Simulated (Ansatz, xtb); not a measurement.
# Two structures of ClH6N3Zr

Structure I is a singlet given by its coordinates and structure II is a triplet given by its coordinates. Both are isolated molecules in the gas phase, relaxed with PBE0-D4/def2-SVP.

I (Å):

```xyz
11

Cl    0.8515    1.7216   -2.1077
N    -1.1707   -1.1251   -0.9799
N    -0.8138    1.3158    1.1401
N     1.6784   -0.6863    0.5336
Zr    0.1258    0.2859   -0.3276
H    -1.1169   -2.1308   -0.8384
H    -1.9476   -0.9333   -1.6114
H    -0.4742    2.1973    1.5231
H    -1.7251    1.1215    1.5481
H     2.4317   -1.1309    0.0101
H     1.9084   -0.7321    1.5234
```

Close contacts (Å): Cl1–Zr5 2.40, N2–Zr5 2.02, N3–Zr5 2.02, N4–Zr5 2.02, N2–H6 1.02, N2–H7 1.02, N3–H8 1.02, N3–H9 1.02, N4–H10 1.02, N4–H11 1.02, Zr5–H6 2.77, Zr5–H7 2.73, Zr5–H8 2.73, Zr5–H9 2.76, Zr5–H10 2.73, Zr5–H11 2.76.

II (Å):

```xyz
11

Cl    1.2590    2.3247   -1.6631
N    -0.8675   -1.2113   -0.5830
N    -1.1026    1.5255    1.1527
N     1.5448   -0.8404   -0.0317
Zr    0.0891    0.7261   -0.2883
H    -1.1432   -1.7792    0.2224
H    -0.8356   -1.8265   -1.3965
H    -0.9136    1.8149    2.1084
H    -2.0427    1.8513    0.9108
H     1.9415   -1.3410   -0.8319
H     1.8182   -1.3405    0.8138
```

Close contacts (Å): Cl1–Zr5 2.41, N2–Zr5 2.18, N3–Zr5 2.03, N4–Zr5 2.15, N2–H6 1.02, N2–H7 1.02, N3–H8 1.02, N3–H9 1.02, N4–H10 1.02, N4–H11 1.02, Zr5–H6 2.84, Zr5–H7 2.93, Zr5–H8 2.82, Zr5–H9 2.69, Zr5–H10 2.83, Zr5–H11 2.91.

**Question.** Estimate which is lower in electronic energy at CCSD(T)/def2-SVP + ΔMP2/def2-TZVPP, and by roughly how much.

**Answer.** The CCSD(T)/def2-SVP + ΔMP2/def2-TZVPP calculation puts structure I lower, by 84.1 kcal/mol.

Level by level:

```tsv
level	geometry	E(II) − E(I) (kcal/mol)	departure from the last row (kcal/mol)	job, with rough time for the two
PBE0-D4/def2-SVP	PBE0-D4/def2-SVP	+78.3	−5.8	optimisation, 4.7 min
HF/def2-SVP	PBE0-D4/def2-SVP	+70.1	−14.0	part of the CCSD(T) run
MP2/def2-SVP	PBE0-D4/def2-SVP	+93.8	+9.8	part of the CCSD(T) run
CCSD(T)/def2-SVP	PBE0-D4/def2-SVP	+83.8	−0.3	single point
CCSD(T)/def2-SVP + ΔMP2/def2-TZVPP	PBE0-D4/def2-SVP	+84.1		single point, 5.5 min
```

None of the levels shown reverses the order. The largest departure from CCSD(T)/def2-SVP + ΔMP2/def2-TZVPP is that of HF/def2-SVP, 14.0 kcal/mol. Levels run at GFN2-xTB geometries aren't shown. The last row adds to CCSD(T) the change of the MP2 difference between the two basis sets, here +0.3 kcal/mol.

With thermal terms from frequencies at re-optimised GFN2-xTB minima (ideal gas, soft modes damped towards free rotors, one conformer each, 298.15 K, 1 atm): on the last row, ΔE + ΔZPE = +84.3, ΔH = +84.2, ΔG = +84.0 kcal/mol.

Open shells are spin-unrestricted. The correlated steps freeze 8 core orbitals. Atoms past krypton carry core potentials in the def2 sets and no spin–orbit term is included. ΔG holds the spin degeneracy. Programs: Ansatz 0.2.0, xtb 6.7.1; the last row on 2 threads of Arm Neoverse V1 on a shared host.
